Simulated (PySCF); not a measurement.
I₂, charge +1, doublet, geometry from GFN2-xTB (a state made from the parent by changing its charge; the spin is typed, not shown lowest) (all electrons, no relativity). Base run: PySCF with HF/STO-3G.

The PySCF input:
```python
from pyscf import gto, scf

mol = gto.Mole()
mol.atom = '''
    I    -0.00000000   -0.00000000   -1.31100831
    I     0.00000000    0.00000000    1.31100831
'''
mol.basis = 'sto-3g'
mol.charge = 1
mol.spin = 1
mol.verbose = 4
mol.build()

mf = scf.UHF(mol)
mf.kernel()
```

Variants of this job, named by their change:

| change | ΔE vs base (mEh) | SCF cycles | <S^2> |
|---|---|---|---|
| base | 0.000 | 7 | 0.751 |
| conv_tol_grad = 1e-7 | 0.000 | 7 | 0.751 |
| diis = off (with mf.max_cycle = 100) | 0.000 | 10 | 0.751 |
| damp = 0.5; diis_start_cycle = 5 | 0.000 | 9 | 0.751 |
| conv_tol = 1e-11 | 0.000 | 9 | 0.751 |
| conv_tol = 1e-4 | 0.002 | 3 | 0.751 |
| diis_space = 2 | 0.000 | 7 | 0.751 |
| diis = off; damp = 0.6 (with mf.diis_start_cycle = 200; with mf.max_cycle = 150) | 0.000 | 26 | 0.751 |
| diis_space = 20 | 0.000 | 7 | 0.751 |
| diis_space = 12 | 0.000 | 7 | 0.751 |
| conv_tol = 1e-6 | 0.000 | 5 | 0.751 |
| init_guess = huckel | 0.000 | 6 | 0.751 |
| diis_space = 4 | 0.000 | 7 | 0.751 |

Open shells are given as the SCF converged; they aren't shown to be the lowest states, and a large step between rows can be another state.
